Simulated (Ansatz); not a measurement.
`[CH3][Ta](=[O])([F])[F]`. Charge 0, multiplicity 1. Ta: def2 effective core potential.

```xyz
8

C    -0.929   -0.052   -0.624
Ta    0.862    0.045    0.547
O     0.280    0.195    2.148
F     1.770   -1.582    0.349
F     1.786    1.601    0.058
H    -0.701   -0.153   -1.690
H    -1.540   -0.905   -0.312
H    -1.528    0.851   -0.475
```

(1) List the harmonic frequencies (cm⁻¹, unscaled) at PBE0-D4/def2-TZVP in Ansatz. (Estimate.)

(2) Is this a minimum?

(3) Give the ideal-gas thermochemistry at 298.15 K and 1 bar (rigid rotor, harmonic oscillator; point group Cs, symmetry number 1).

(4) Rotational constants (cm⁻¹)?

Answers

(1) Ansatz gave: 109, 155, 157, 174, 231, 260, 548, 563, 640, 687, 690, 1028, 1210, 1412, 1417, 3032, 3123, 3125.

(2) Yes, all 18 modes are real.

(3) Zero-point energy 111.0 kJ/mol; H(298) − E = 132.4 kJ/mol; entropy 360.1 J/(mol·K), of which translation 177.7, rotation 112.7, vibration 69.7; G(298) − E = 25.1 kJ/mol.

(4) 0.106, 0.1015, 0.08861.
